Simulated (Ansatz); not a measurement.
```json
{"atom": "C", "x (Å)": "0.0099", "y (Å)": "0.0436", "z (Å)": "-0.0224"}
{"atom": "C", "x (Å)": "1.3973", "y (Å)": "-0.0464", "z (Å)": "0.0074"}
{"atom": "C", "x (Å)": "-0.7281", "y (Å)": "1.2056", "z (Å)": "-0.0411"}
{"atom": "C", "x (Å)": "-0.6992", "y (Å)": "-1.2062", "z (Å)": "0.0457"}
{"atom": "H", "x (Å)": "1.9576", "y (Å)": "-0.8907", "z (Å)": "-0.0080"}
{"atom": "H", "x (Å)": "1.9867", "y (Å)": "0.9069", "z (Å)": "-0.0392"}
{"atom": "H", "x (Å)": "-1.7582", "y (Å)": "1.2712", "z (Å)": "0.0080"}
{"atom": "H", "x (Å)": "-0.1776", "y (Å)": "2.1782", "z (Å)": "0.0500"}
{"atom": "H", "x (Å)": "-1.8456", "y (Å)": "-1.2567", "z (Å)": "-0.0129"}
{"atom": "H", "x (Å)": "-0.1911", "y (Å)": "-2.1629", "z (Å)": "-0.0450"}
```

Basis set: 6-31G (spherical functions). Correlated methods keep 4 orbitals frozen. Charge 0, multiplicity 3.

Computed with Ansatz (development build ahead of 0.2.0); each method stands on the lowest determinant of its kind that the runs found.

(1) Give the atomization energy at this shape (free ground-state atoms in the same class of orbitals less the molecule, no zero-point energy) of triplet C4H6 by UHF-MP2, UHF.

## Answers

(1)

| method | atomization energy |
| --- | --- |
| UHF-MP2 | 36.21 eV |
| UHF | 30.74 eV |

Caution: the unrestricted determinant is spin contaminated.

This basis has no polarisation functions and is too small for such energies, which can lie far from measured ones in either direction.
